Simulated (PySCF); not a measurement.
Work out the structure from these simulated measurements.

Formula: C8H22N2Si.

* Dipole: 0.75 D [PBE0/def2-SVPD]
* UV, strongest line: among the 10 lowest singlet transitions: S9 at 7.06 eV (176 nm, f = 0.045) [TDDFT PBE0/def2-SVPD]
* Polarisability: 139.8 au [PBE0/def2-SVPD]
* 1H NMR: chemical shifts (computed TMS as zero) by class: 3.10 (2 H), 1.10 (12 H), 0.26 (2 H), 0.09 (6 H) ppm [GIAO PBE0/pcSseg-1]
* UV, first state: lowest singlet excitation: 5.68 eV (218 nm, f = 0.025) [TDDFT PBE0/def2-SVPD]
* NMR, other nuclei: isotropic shieldings of nuclei other than C and H, by class: 195 (2 N), 361 (1 Si) ppm [GIAO PBE0/pcSseg-1]
* Rotational structure: rotational constants A, B, C: 1.212, 0.586, 0.543 GHz [PBE0-D3(BJ)/def2-SVP]
* 13C NMR: chemical shifts (computed TMS as zero) by class: 46.4 (2 C), 28.3 (4 C), 5.8 (2 C) ppm [GIAO PBE0/pcSseg-1]

Electronic properties: PySCF, gas phase, density fitting. Levels stand in brackets. NMR shifts are as computed; neighbouring signals can stand in another order in a measured spectrum. Geometry: PBE0-D3(BJ)/def2-SVP, one conformer, isolated molecule. NMR values are class means; diastereotopic atoms form classes of their own.

Question: What is the compound? Reason from the data.

Answer: 8 carbons fall into 3 classes; from least to most shielded: carbon bonded to 2 C, N and H (46.4 ppm, 2 C), carbon bonded to C and 3 H (28.3 ppm, 4 C, up to 7.7 ppm apart in this geometry), carbon bonded to Si and 3 H (5.8 ppm, 2 C, up to 3.6 ppm apart in this geometry). Hydrogen classes from least to most shielded: 2 H on 2 like atoms (carbon bonded to 2 C, N and H) (3.10 ppm), 12 H on 4 like atoms (carbon bonded to C and 3 H) (1.10 ppm, a mean of values up to 0.9 ppm apart in this geometry), 2 H on 2 like atoms (nitrogen bonded to C, Si and H) (0.26 ppm), 6 H on 2 like atoms (carbon bonded to Si and 3 H) (0.09 ppm, a mean of values up to 0.5 ppm apart in this geometry). The other shieldings belong to: 195 ppm, nitrogen bonded to C, Si and H; 361 ppm, silicon bonded to 2 C and 2 N. The optimised geometry has point group C1 and is an asymmetric top. Structure: SiMe2(NHiPr)2, `CC(C)N[Si](C)(C)NC(C)C`. Computed isomers that give other values at the same levels: `CC[Si](CC)(N(C)C)N(C)C` (rotational constant A: 0.919 GHz; this holds for the one conformer computed); `CCN[Si](CC)(CC)NCC` (rotational constant A: 0.856 GHz; this holds for the one conformer computed). The assignments are read from this structure; whether some other isomer fits the data as well wasn't checked.
